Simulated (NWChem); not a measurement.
Total energies of silene (CH$_{4}$Si)

```
Si
C 1 1.7076
H 2 1.0937 1 122.09
H 2 1.0937 3 115.83 1 180.00
H 1 1.4855 2 122.73 3 180.00
H 1 1.4855 5 114.54 2 180.00
```
Charge 0, spin multiplicity 1.

The numbers come from NWChem runs, not from measurements. The geometry was optimised at PBE0/def2-SVP, a minimum by its harmonic frequencies.

Basis set: cc-pVTZ (120 functions).

```tsv
method	total energy (Ha)	relative cost
RHF	-329.08590	1
MP2	-329.38232	under 3
B2PLYP	-329.80300	3
PBE	-329.75281	under 3
B3LYP	-329.99142	under 3
r2SCAN	-329.90929	under 3
CCSD(T)	-329.42693	60
```

Total energies of different functionals aren't comparable as a measure of quality: only differences taken within one method are. The cost column gives rough processor time relative to RHF; each entry includes its own SCF.

The correlated methods keep 6 core orbitals frozen. B3LYP has NWChem's definition, with VWN1-RPA local correlation. Coupled-cluster values serve here as a point of comparison, not as the truth.
